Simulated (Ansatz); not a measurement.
Reaction (ligand exchange at the Al–Cl bond): `[OH][AlH][Cl]` + `C[SeH]` → `C[Se][AlH][OH]` + HCl

Program: Ansatz. Geometries: PBE0-D4/def2-TZVP. ΔE: electronic, gas phase. CCSD(T)/CBS is the MP2 limit (def2-TZVPP, def2-QZVPP) plus CCSD(T) − MP2 in def2-TZVPP, frozen cores. This one scheme is used for every species. DFT in def2-TZVPP. B3LYP here is the variant with VWN-RPA as its local correlation; programs differ in this. For Se outer-core shells are correlated without core-valence functions, which leaves a few kJ/mol of doubt a bond. Scalar relativity is left out up to krypton. Each species was taken in one conformer, which may not be the lowest.

(1) Is it downhill or uphill in electronic energy at CCSD(T)/CBS, and by how much? (An estimate is asked.)

(2) What do these levels give: PBE-D4, r2SCAN-D4, PBE0-D4, B3LYP-D4, ωB97M-V, B2PLYP, MP2/def2-TZVPP, CCSD/def2-TZVPP, CCSD(T)/def2-TZVPP, MP2/def2-QZVPP, HF/CBS(def2), CCSD/CBS(def2)? (Best estimate.)

Largest T1 diagnostic among the species: 0.011.

Answers

(1) Ansatz gave: Uphill: ΔE = +12.0 kcal/mol.

(2) The calculation gave: PBE-D4 11.1, r2SCAN-D4 12.8, PBE0-D4 11.6, B3LYP-D4 12.9, ωB97M-V 13.2, B2PLYP 13.5, MP2/def2-TZVPP 12.2, CCSD/def2-TZVPP 12.9, CCSD(T)/def2-TZVPP 12.3, MP2/def2-QZVPP 12.1, HF/CBS(def2) 16.1, CCSD/CBS(def2) 12.6 kcal/mol.

The D4 term adds −1.1 kcal/mol with B3LYP and −0.6 kcal/mol with PBE0; it sums over pairs of atoms, weighted by their polarisabilities, and B3LYP, whose exchange is more repulsive, gets the larger term. In def2-TZVPP, CCSD(T) changes the Hartree–Fock value by −3.7 kcal/mol (the triples alone add −0.6 kcal/mol) and MP2 by −3.7 kcal/mol.
